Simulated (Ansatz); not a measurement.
Relaxation of FH$_{7}$W (9 atoms, charge 0, multiplicity 1), to a largest force component of 0.03 eV/Å in at most 50 steps.

These are results of Ansatz 0.2.0, RKS B3LYP/def2-SVP, not measurements.

```xyz
9
Properties=species:S:1:pos:R:3:forces:R:3
W 0.168 0.176 -0.515 0.16 0.15 0.28
F 0.338 0.346 2.521 -0.16 -0.16 -0.05
H 1.488 -0.574 0.209 -0.01 -0.01 0.00
H -0.598 1.491 0.200 0.00 0.00 0.00
H -1.376 -0.110 0.080 0.00 0.01 0.00
H -0.108 -1.369 0.083 0.01 -0.01 0.00
H 0.249 0.250 -2.243 0.00 0.00 0.00
H 1.228 1.246 0.301 -0.14 -0.13 -0.12
H 0.916 0.945 2.110 0.15 0.15 -0.10
```

Where does it end, and by what steps?

It converged. After 6 steps the energy has fallen by 0.030 eV; F2 moved furthest, 0.29 Å.

| step | energy less start (eV) | largest force component (eV/Å) | accepted |
| --- | --- | --- | --- |
| 0 | 0.0000 | 0.276 | yes |
| 1 | -0.0114 | 0.692 | yes |
| 2 | -0.0059 | 0.570 | no |
| 3 | -0.0277 | 0.266 | yes |
| 4 | -0.0295 | 0.194 | yes |
| 5 | -0.0135 | 0.800 | no |
| 6 | -0.0304 | 0.026 | yes |

```xyz
9
Properties=species:S:1:pos:R:3
W 0.180 0.188 -0.474
F 0.234 0.253 2.271
H 1.531 -0.541 0.215
H -0.567 1.535 0.205
H -1.354 -0.079 0.158
H -0.075 -1.346 0.163
H 0.209 0.210 -2.211
H 1.256 1.277 0.253
H 0.892 0.904 2.168
```

Whether the end is a true minimum wasn't checked by a vibrational analysis.

The run took 14 s on 2 threads of Arm Neoverse V2, with other jobs on the host, peak memory 0.15 GiB.
